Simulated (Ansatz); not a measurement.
Input for Ansatz (a first-principles code): U-SVWN5/def2-TZVPP on Cl3Nb (SMILES [Cl][Nb]([Cl])[Cl]), 2S+1 = 3, a spin state set in the input, which need not be the lowest. Elements past Kr take the def2 small-core potentials; no spin–orbit coupling.

Ansatz 0.2 input:
```yaml
crystal:
  periodic: [false, false, false]
  atoms:
    - {symbol: Nb, position_ang: [0.07097188, -0.00014855, -0.03819823]}
    - {symbol: Cl, position_ang: [2.22409702, -0.41891459, -0.66166905]}
    - {symbol: Cl, position_ang: [-0.94847988, -0.84051964, 1.84300521]}
    - {symbol: Cl, position_ang: [-1.40457674, 1.32664805, -1.19918207]}
basis:
  gaussian:
    orbitals: def2-TZVPP
hamiltonian:
  xc: {name: SVWN5}
magnetization: {spin_polarized: true, initial_magnetization: 2}
```

The head of its log:

```
WARN ansatz: RAYON_NUM_THREADS=4 ignored (pool sized by the plan → 4); use --threads N
Functional definition: SVWN5
integrals: 0.12 GiB planned
1211 factors; their error is unknown
mean field: 0.89 GiB planned
mean field evaluation 1: about -38998.8855 eV, gradient 1.6e1 eV
mean field evaluation 2: about -38996.5304 eV, gradient 2.6e1 eV
```

Task: Predict the final total energy.

Result: -1433.2312 hartree.
